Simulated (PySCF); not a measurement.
Scan of Li2O, singlet: symmetric bend, bond length relaxed. Scanned: Li-O-Li angle. Other coordinates (O-Li bond length) were minimised at B3LYP/def2-TZVP.

The free coordinates were minimised at B3LYP/def2-TZVP in PySCF; the energy column is PySCF with CCSD(T) on RHF/cc-pVTZ, 1 core orbital frozen, in kcal/mol.

```json
[
 {"a / °": "180", "O-Li bond length / Å": "1.608", "E": "0.0"},
 {"a / °": "170", "O-Li bond length / Å": "1.608", "E": "0.1"},
 {"a / °": "160", "O-Li bond length / Å": "1.609", "E": "0.3"},
 {"a / °": "150", "O-Li bond length / Å": "1.611", "E": "0.7"},
 {"a / °": "140", "O-Li bond length / Å": "1.613", "E": "1.4"},
 {"a / °": "130", "O-Li bond length / Å": "1.616", "E": "2.5"},
 {"a / °": "120", "O-Li bond length / Å": "1.621", "E": "4.0"},
 {"a / °": "110", "O-Li bond length / Å": "1.628", "E": "6.4"},
 {"a / °": "100", "O-Li bond length / Å": "1.639", "E": "10.0"},
 {"a / °": "90", "O-Li bond length / Å": "1.655", "E": "15.5"},
 {"a / °": "80", "O-Li bond length / Å": "1.680", "E": "23.9"}
]
```
